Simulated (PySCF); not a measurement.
C$_{6}$H$_{12}$, triplet, at the geometry of the source list (a higher spin typed on purpose: for a closed-shell molecule this is an excited state) (in this run its highest filled SCF level lies above zero, so its values depend strongly on the basis, on diffuse functions most of all). Base run: BLYP/STO-3G run with PySCF.

Input for PySCF:
```python
from pyscf import gto, scf, dft

mol = gto.Mole()
mol.atom = '''
    C    -0.671200    1.113100   -0.681000
    C     0.744600    1.257700   -0.129600
    C     1.458300   -0.091400   -0.135300
    C     0.671200   -1.113100    0.681000
    C    -0.744600   -1.257700    0.129600
    C    -1.458300    0.091400    0.135300
    H    -0.621900    0.783800   -1.721400
    H    -1.180100    2.079300   -0.659400
    H     1.305900    1.978800   -0.728000
    H     0.696900    1.637000    0.893800
    H     1.552400   -0.446100   -1.164200
    H     2.464800    0.017500    0.274700
    H     1.180100   -2.079300    0.659400
    H     0.621900   -0.783800    1.721400
    H    -1.305900   -1.978800    0.728000
    H    -0.696900   -1.637000   -0.893800
    H    -1.552400    0.446100    1.164200
    H    -2.464800   -0.017500   -0.274700
'''
mol.basis = 'sto-3g'
mol.charge = 0
mol.spin = 2
mol.verbose = 4
mol.symmetry = True
mol.build()

mf = dft.UKS(mol)
mf.xc = 'blyp'
mf.kernel()
mf.analyze()
```

The base run was repeated with changes; each row names its change, and settings that it needs were set with it.

| change | ΔE vs base (mEh) | point group used | SCF cycles |
|---|---|---|---|
| base | 0.000 | Ci | 18 |
| irrep_nelec = Ag:(11, 11) Au:(14, 12) | 521.4 | Ci | 19 |
| symmetry = off | 0.000 | C1 | 18 |
| irrep_nelec = Ag:(13, 11) Au:(12, 12) | 35.899 | Ci | 15 |

Open shells are given as the SCF converged; they aren't shown to be the lowest states, and a large step between rows can be another state.
